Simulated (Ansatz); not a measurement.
Reaction (redistribution): `[NH2][Ga]([NH2])[SH]` + `OB(O)[SiH2]F` → `[NH2][Ga]([SH])[SiH2]F` + `NB(O)O`

Computed with Ansatz on PBE0-D4/def2-TZVP structures; ΔE is electronic, products minus reactants. CBS: MP2 limit from def2 TZ/QZ plus the TZ coupled-cluster correction, frozen cores. This one scheme is used for every species. Functionals use def2-TZVPP. For Ga outer-core shells are correlated without core-valence functions, which leaves a few kJ/mol of doubt a bond. Scalar relativity is left out up to krypton. One conformer a species, not always the lowest.

`[NH2][Ga]([NH2])[SH]`:

Cartesian coordinates in Å:
```
N -0.042 1.202 1.065
Ga 0.092 -0.086 -0.211
N -0.358 -1.808 0.141
S 0.996 0.365 -2.170
H 0.008 2.177 0.825
H -0.603 1.061 1.889
H -0.388 -2.499 -0.589
H -0.962 -2.056 0.906
H 1.257 1.644 -1.855
```

`OB(O)[SiH2]F`:

```xyz
9

O    -1.306   -0.884   -0.908
B    -0.717    0.079   -0.139
O    -1.487    1.094    0.319
Si    1.250    0.041    0.387
F     1.888    1.513    0.351
H    -0.708   -1.557   -1.236
H    -2.403    1.029    0.025
H     1.449   -0.505    1.757
H     2.034   -0.809   -0.556
```

`[NH2][Ga]([SH])[SiH2]F`:

```xyz
10

N     1.119   -1.490   -0.309
Ga   -0.151   -0.205   -0.439
S    -1.472   -0.255   -2.213
Si   -0.404    1.492    1.244
F     0.717    1.267    2.378
H     1.272   -2.221   -0.981
H     1.763   -1.540    0.462
H    -0.895   -1.344   -2.748
H    -0.219    2.862    0.697
H    -1.732    1.433    1.909
```

`NB(O)O`:

Z-matrix (Å, degrees):
```
N
B 1 1.411
H 1 1.002 2 124.8
H 1 1.004 2 120.9 3 -179.9
O 2 1.371 1 118.3 3 179.9
O 2 1.379 1 123.9 3 -0.1
H 5 0.959 2 111.3 1 -180.0
H 6 0.957 2 114.5 1 0.0
```

Task: Is it downhill or uphill in electronic energy at CCSD(T)/CBS, and by how much? (Estimate.)

Result: Computed: Downhill: ΔE = -22.9 kcal/mol.

Task: What do these levels give: PBE-D4, revPBE-D4, r2SCAN-D4, BHLYP-D4, PBE, r2SCAN, PBE0, r2SCANh, LC-ωPBE, CCSD(T)/def2-SVP, CCSD/def2-TZVPP, SCS-MP2/def2-QZVPP? (Best estimate.)

Result: Computed: PBE-D4 -24.8, revPBE-D4 -24.2, r2SCAN-D4 -25.1, BHLYP-D4 -25.8, PBE -24.8, r2SCAN -25.0, PBE0 -25.3, r2SCANh -25.2, LC-ωPBE -23.5, CCSD(T)/def2-SVP -24.2, CCSD/def2-TZVPP -23.2, SCS-MP2/def2-QZVPP -22.2 kcal/mol.

Largest T1 diagnostic among the species: 0.013.

Leaving LDA and LC-ωPBE aside and taking each functional with its dispersion term where it has one, the values, not all of them listed here, spread over 2.7 kcal/mol, from BHLYP-D4 to ωB97X-V. LDA lies −1.4 kcal/mol from PBE without D4. At CCSD(T), def2-SVP lies −1.3 kcal/mol from the extrapolated value and def2-TZVPP +0.1 kcal/mol. In def2-TZVPP, CCSD(T) changes the Hartree–Fock value by +2.0 kcal/mol (the triples alone add +0.4 kcal/mol) and MP2 by +2.3 kcal/mol.
